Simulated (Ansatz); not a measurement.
C4H9AlClN (`CC#[N+][Al-]([CH3])([CH3])[Cl]`), relaxed with RKS PBE-D4/def2-SVP in Ansatz from a rough embedded geometry. The force threshold is 0.03 eV/Å; the program also tests the step.

Total charge 0; spin multiplicity 1.

Start:

```xyz
16

C    -2.471   -1.843    1.596
C    -1.531   -0.955    0.813
N    -0.778   -0.254    0.224
Al    0.316    0.885   -0.629
C     1.605    1.756    0.639
C     1.435   -0.209   -1.969
Cl   -0.793    2.404   -1.750
H    -1.919   -2.490    2.207
H    -3.182   -1.253    2.130
H    -3.051   -2.454    0.801
H     2.168    0.944    1.172
H     2.272    2.396    0.092
H     1.024    2.350    1.298
H     2.150    0.432   -2.526
H     2.026   -0.995   -1.394
H     0.731   -0.713   -2.704
```

**Question.** By how much does the energy fall, and how many steps does the optimiser take? (An estimate is asked.)

**Answer.** Ansatz gave: 92.54 kJ/mol, in 7 steps.

**Question.** Which bonds change most? (Estimate.)

**Answer.** The calculation gave: N3–Al4 from 1.795 to 2.048 Å; Al4–C6 from 2.061 to 1.973 Å; C1–C2 from 1.512 to 1.449 Å; C1–H8 from 1.047 to 1.108 Å.

**Question.** Give the relaxed structure. (Best estimate.)

**Answer.** Computed: 
```xyz
16

C    -2.418   -1.789    1.504
C    -1.475   -0.942    0.803
N    -0.724   -0.255    0.235
Al    0.550    0.986   -0.780
C     1.562    1.785    0.714
C     1.393   -0.286   -2.032
Cl   -0.963    2.274   -1.658
H    -1.880   -2.473    2.190
H    -3.119   -1.164    2.094
H    -2.999   -2.391    0.777
H     2.111    1.023    1.309
H     2.322    2.499    0.330
H     0.911    2.353    1.410
H     2.130    0.237   -2.679
H     1.945   -1.095   -1.507
H     0.655   -0.764   -2.710
```
